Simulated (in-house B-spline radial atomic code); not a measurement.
# The oxygen ion O³⁺: [He] 2s2 2p1

Level of theory: Dirac-Kohn-Sham BHandHLYP, spherical fractional occupations, Fermi nucleus of rms radius 2.6991 fm; calculated with an all-electron radial atomic-structure program (B-spline basis).

Screening seen three ways: the hydrogenic charge with the same mean radius, Z_r = [3n² - l(l+1)]/(2<r>), the one with the same energy, Z_e = n√(-2ε), and Slater's rules. Values are occupation-weighted means over j.

| shell | electrons | ε (eV) | <r> (bohr) | Z_r | Z_e | Slater |
| --- | --- | --- | --- | --- | --- | --- |
| 1s | 2 | -613.3 | 0.1983 | 7.56 | 6.71 | 7.70 |
| 2s | 2 | -84.769 | 0.9777 | 6.14 | 4.99 | 5.60 |
| 2p | 1 | -61.51 | 0.9493 | 5.27 | 4.25 | 5.60 |

The least bound orbital is 2p3/2 at -61.49 eV, while the most diffuse is 2s1/2 (<r> = 0.9777 bohr against 0.9497 bohr): energy order and size order differ.

Spin-orbit splittings of the orbital energies (j = l + 1/2 above j = l - 1/2 when positive): 2p 0.05597 eV.

For the 1s electron the small component carries 0.078 % of the norm, the zero-frequency Breit interaction raises the level by 0.1759 eV, self-energy by 0.06488 eV, and vacuum polarisation lowers it by 0.003172 eV.

Caution: exact exchange at fractional occupations of open shells leaves self-interaction of up to several eV.
